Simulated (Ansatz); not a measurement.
Input file for Ansatz (a program for electronic structure): R-CCSD(T)/def2-TZVPP on FHOSn (SMILES [OH][Sn][F]), a point of a torsion scan. Elements past Kr take the def2 small-core potentials; no spin–orbit coupling. The run froze 11 orbitals, filled d shells among them.

Ansatz 0.2 input:
```yaml
crystal:
  periodic: [false, false, false]
  atoms:
    - {symbol: O, position_ang: [-1.07822091, 0.14302285, 0.19066362]}
    - {symbol: Sn, position_ang: [0.71316206, 0.98970233, -0.12145511]}
    - {symbol: F, position_ang: [1.79111912, -0.64390219, -0.84951023]}
    - {symbol: H, position_ang: [-1.65223727, -0.55092331, -0.12720800]}
basis:
  gaussian:
    orbitals: def2-TZVPP
magnetization: {spin_polarized: false}
correlation: {method: ccsd_t, electrons: outside_noble_gas}
scf: {lower_state_search: off}
```

Program output:

```
WARN ansatz: RAYON_NUM_THREADS=1 ignored (pool sized by the plan → 1); use --threads N
Functional definition: HF
these checks for a lower state are left out or cut short: stability, starts, cluster_reference, orbital_swaps, neighbouring_geometries, increment
integrals: 0.21 GiB planned
967 factors; integrals over basis functions are off by at most 6.9e-4 eV
mean field: 0.33 GiB planned
mean field evaluation 1: about -10562.9783 eV, gradient 5.3e1 eV
mean field evaluation 2: about -10563.0667 eV, gradient 5.3e1 eV
mean field evaluation 4: about -10568.1064 eV, gradient 2.6e0 eV
mean field evaluation 8: about -10568.1698 eV, gradient 4.9e-1 eV
mean field evaluation 16: about -10568.1707 eV, gradient 1.7e-6 eV
mean field -10568.17065296 eV, -388.3731081330 hartree, gradient 1.7e-6 eV, S^2 0.000000; 0 other end points of the search recorded, 0 dependent functions left out
11 core orbitals not correlated, not the lowest: weight in the atoms' cores, before any rotation towards them, 0.877 or more for the frozen orbitals, at most 0.139 for the correlated occupied ones
reference -10568.17065296 eV, -388.3731081330 hartree; 9, 9 occupied and 106, 106 virtual orbitals, 967 factors
second order -16.01762886 eV of doubles, -0.00000000 eV of singles
coupled cluster: 0.65 GiB planned
cycle   1  -15.56847244 eV  change    4.5e-1 eV  update   1.2e-1
cycle   2  -15.97049281 eV  change   -4.0e-1 eV  update   4.5e-2
cycle   3  -16.10185369 eV  change   -1.3e-1 eV  update   2.3e-2
cycle   4  -16.08992028 eV  change    1.2e-2 eV  update   7.2e-3
cycle   5  -16.08213334 eV  change    7.8e-3 eV  update   3.4e-3
cycle   6  -16.08358677 eV  change   -1.5e-3 eV  update   1.6e-3
cycle   7  -16.08395816 eV  change   -3.7e-4 eV  update   5.0e-4
cycle   8  -16.08364402 eV  change    3.1e-4 eV  update   2.2e-4
cycle   9  -16.08365000 eV  change   -6.0e-6 eV  update   7.2e-5
cycle  10  -16.08372493 eV  change   -7.5e-5 eV  update   3.2e-5
cycle  11  -16.08368071 eV  change    4.4e-5 eV  update   1.3e-5
cycle  12  -16.08368895 eV  change   -8.2e-6 eV  update   5.9e-6
perturbative correction -0.57185753 eV, -0.0210153765 hartree
Total energy: -10584.82619944 eV, -388.9851881764 hartree
Checks for a lower state left out: stability, starts, cluster_reference, orbital_swaps, neighbouring_geometries, increment
```

The calculation finished and met its thresholds.

Cost: roughly 11 core-seconds.
